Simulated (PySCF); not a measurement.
## Zirconium: a sound run and one with changed settings

Sound run: Zr⁺ [Kr] 4d2 5s1, Zr²⁺ [Kr] 4d2. All numbers are calculated (PySCF 2.14, a scalar-relativistic core potential, in aug-cc-pVDZ-PP with ECP28MDF (5s5p4d2f, 54 functions)). The sound run starts from symmetry-adapted Hartree-Fock orbitals and uses a fine grid where one is needed.

Changed run: initial guess 1e, at most 50 SCF cycles, level shift 10.0 hartree.

| species | method | sound run (hartree) | changed run (hartree) | converged |
| --- | --- | --- | --- | --- |
| Zr⁺ | UHF | -46.11037 | -46.08518 | no |
| Zr⁺ | M06-L | -46.50242 | -46.48560 | no |
| Zr⁺ | PBE | -46.51534 | -46.48913 | no |
| Zr²⁺ | UHF | -45.66003 | -45.65991 | no |
| Zr²⁺ | M06-L | -46.05035 | -46.04926 | no |
| Zr²⁺ | PBE | -46.02345 | -46.02199 | no |

A level shift slows the SCF but leaves a converged energy unchanged.
